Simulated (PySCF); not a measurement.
Isomers C₁₁H₁₀:

A. `C1=CCC(c2ccccc2)=C1`
B. SMILES C#CC1=C(C=C)[C@@H]2C=C[C@H]1C2
C. SMILES C1=CC=C2[C@H]3C=C[C@H](C3)C2=C1
D. 2-methylnaphthalene
E. SMILES c12ccc(C)c(C#C)c1CC2

Spectrum 1. 1H NMR (400 MHz, computed): δ 7.54 (d, 2H), 7.20 (m, 2H), 7.15 (m, 2H), 3.70 (m, 2H), 2.45 (m, 1H), 2.30 (m, 1H). 13C{1H} NMR (computed): δ 158.9 (C), 153.4 (CH), 129.4 (CH), 127.0 (CH), 75.5 (CH2), 54.0 (CH).

Spectrum 2. 1H NMR (400 MHz, computed): δ 7.87 (d, 2H), 7.58 (m, 2H), 7.38 (t, 1H), 7.37 (d, 1H), 6.90 (m, 1H), 6.69 (m, 1H), 3.38 (m, 2H). 13C{1H} NMR (computed): δ 154.7 (C), 141.1 (CH), 141.1 (CH), 140.2 (C), 134.3 (CH), 134.2 (CH), 131.9 (CH), 129.4 (CH), 44.4 (CH2).

Spectrum 3. 1H NMR (400 MHz, computed): δ 7.37 (m, 1H), 7.22 (m, 1H), 3.34 (m, 2H), 3.21 (s, 1H), 3.17 (m, 2H), 2.59 (s, 3H). 13C{1H} NMR (computed): δ 156.0 (C), 148.2 (C), 146.6 (C), 132.4 (CH), 127.9 (CH), 120.7 (C), 95.8 (CH), 84.5 (C), 30.3 (CH2), 29.2 (CH2), 25.1 (CH3).

Spectrum 4. 1H NMR (400 MHz, computed): δ 7.33 (m, 1H), 7.18 (m, 1H), 7.06 (m, 1H), 5.57 (m, 1H), 5.50 (m, 1H), 3.84 (s, 1H), 3.71 (m, 1H), 3.49 (m, 1H), 2.21 (m, 1H), 2.10 (m, 1H). 13C{1H} NMR (computed): δ 172.9 (C), 153.6 (CH), 150.2 (CH), 142.1 (C), 138.5 (CH), 119.5 (CH2), 104.3 (CH), 84.1 (C), 75.8 (CH2), 60.0 (CH), 52.1 (CH).

Spectrum 5. 1H NMR (400 MHz, computed): δ 8.10 (d, 1H), 8.10 (d, 1H), 8.07 (d, 1H), 7.92 (s, 1H), 7.81 (m, 1H), 7.78 (m, 1H), 7.72 (d, 1H), 2.70 (s, 3H). 13C{1H} NMR (computed): δ 141.1 (C), 137.6 (C), 135.5 (C), 134.0 (CH), 133.7 (CH), 133.2 (CH), 132.9 (CH), 132.7 (CH), 131.6 (CH), 130.6 (CH), 24.8 (CH3).

Gas phase, equivalent nuclei averaged, one conformer, non-relativistic Hamiltonian. Geometry from GFN2-xTB; σ from GIAO-PBE0/pcSseg-1; PySCF 2.14.0 with density-fitted response routines.

δ = σ(ref) − σ, references computed at the same level: 1H, 13C vs TMS. Where no couplings were computed, multiplicities follow the n + 1 count of equivalent neighbours, and m marks all less simple cases (inequivalent or close neighbours, rings, F or P nearby). Shifts are as computed. Against solution values, carbons near 30 ppm lie about +3 ppm off and those near 130 ppm about +5 ppm. Of 1211 compounds with measured shifts, 218 miss one by over three times the rms of a fit or turn the order of signals round; such compounds aren't used in these exercises.

Q: Which spectrum belongs to which compound?

A: 1–C, 2–A, 3–E, 4–B, 5–D.

- Spectrum 1 (C): 6 13C signals; δC 153.4 is an alkene CH; δC 129.4 is an aromatic CH.
- Spectrum 2 (A): 9 13C signals; δC 154.7 is a fully substituted alkene carbon; δC 141.1 is an alkene CH.
- Spectrum 3 (E): 11 13C signals; δC 132.4 is an aromatic CH; δC 127.9 is an aromatic CH.
- Spectrum 4 (B): 11 13C signals; δC 153.6 is an alkene CH; δC 150.2 is an alkene CH.
- Spectrum 5 (D): 11 13C signals; δC 134.0 is an aromatic CH; δC 133.7 is an aromatic CH.
